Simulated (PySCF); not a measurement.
Te⁴²⁺ (tellurium, charge +42): Hartree-Fock from Schrödinger to Dirac-Coulomb-Breit

Occupied: 1s1/2, 2s1/2, 2p1/2, 2p3/2. Hartree-Fock calculated with PySCF 2.14 in an uncontracted even-tempered set (16 s from 6.8 bohr⁻², ratio 2.7; 12 p from 8.2 bohr⁻², ratio 2.7), Gaussian nucleus throughout. NR is non-relativistic, sf-X2C the spin-free one-electron X2C Hamiltonian, X2C adds the bare one-electron spin-orbit term, X2C-SNSO screens it by Boettger's factors, DC is four-component Dirac-Coulomb, and the Gaunt and Breit terms are added at first order (total energies over the DC spinors, levels after relaxing the spinors in that mean field). QED terms are absent. Levels marked empty are virtual spinors of this ion.

```json
{"level (eV)": "1s1/2", "NR": "-33529.8", "sf-X2C": "-34774.6", "X2C": "-34772.1", "X2C-SNSO": "-34772.3"}
{"level (eV)": "2s1/2", "NR": "-7265.1", "sf-X2C": "-7608.4", "X2C": "-7607.8", "X2C-SNSO": "-7607.8"}
{"level (eV)": "2p1/2", "NR": "-7003.4", "sf-X2C": "-7120.2", "X2C": "-7327.6", "X2C-SNSO": "-7319.0"}
{"level (eV)": "2p3/2", "NR": "-7003.4", "sf-X2C": "-7120.2", "X2C": "-7027.3", "X2C-SNSO": "-7030.8"}
{"level (eV)": "3s1/2 (empty)", "NR": "-2932.2", "sf-X2C": "-3038.1", "X2C": "-3038.0", "X2C-SNSO": "-3038.0"}
{"level (eV)": "3p1/2 (empty)", "NR": "-2847.9", "sf-X2C": "-2894.1", "X2C": "-2947.1", "X2C-SNSO": "-2944.9"}
{"level (eV)": "3p3/2 (empty)", "NR": "-2847.9", "sf-X2C": "-2894.1", "X2C": "-2870.3", "X2C-SNSO": "-2871.1"}
```

Where do the four-component calculations put these levels?

1s1/2: DC -34800.3, DC+Gaunt -34725.6, DC+Breit -34730.4; 2s1/2: DC -7611.2, DC+Gaunt -7603.7, DC+Breit -7604.2; 2p1/2: DC -7320.6, DC+Gaunt -7307.4, DC+Breit -7308.8; 2p3/2: DC -7033.2, DC+Gaunt -7023.9, DC+Breit -7025.3; 3s1/2 (empty): DC -3038.8, DC+Gaunt -3036.8, DC+Breit -3037.1; 3p1/2 (empty): DC -2945.3, DC+Gaunt -2941.9, DC+Breit -2942.4; 3p3/2 (empty): DC -2871.6, DC+Gaunt -2869.3, DC+Breit -2869.8 (eV).

```csv
Hamiltonian,E (hartree),E − E(DC) (hartree),CPU seconds
NR,-4967.2809,164.0597,0.24
sf-X2C,-5128.2247,3.1160,0.13
X2C,-5129.9309,1.4098,0.17
X2C-SNSO,-5129.7978,1.5429,0.17
DC,-5131.3407,0.0000,7.1
DC+Gaunt,-5126.8288,4.5119,12
DC+Breit,-5127.2233,4.1174,33
```

Weight of the small component: 1s1/2 0.0367, 2s1/2 0.00814, 2p1/2 0.00807, 2p3/2 0.00771, 3s1/2 0.00313, 3p1/2 0.00308, 3p3/2 0.00299.

Koopmans' value for the highest occupied level at DC+Breit: 7025.3 eV, against an ionisation energy of 7022 ± 4 eV (theoretical estimate listed by NIST; NIST Atomic Spectra Database, ionization energies); the former lacks relaxation, correlation, QED and recoil.

The whole ladder took 55 s of wall time on 1 thread of Neoverse-V1 (shared host), launched as `OMP_NUM_THREADS=1 python relrun2.py TASK.json OUT` (a driver that calls PySCF for each Hamiltonian).

Dirac-Coulomb iterations, started from the X2C spinors:

```
with_ssss True, with_gaunt False, with_breit False
light speed = 137.03599967994
init E= -5114.79248849532
cycle= 1 E= -5131.3402775202  delta_E= -16.5  |g|= 1.12  |ddm|= 0.073
cycle= 2 E= -5131.34068029389  delta_E= -0.000403  |g|= 0.0151  |ddm|= 0.00297
cycle= 3 E= -5131.34068084068  delta_E= -5.47e-07  |g|= 0.000573  |ddm|= 0.000152
cycle= 4 E= -5131.34068084151  delta_E= -8.28e-10  |g|= 2.6e-06  |ddm|= 5.07e-06
```
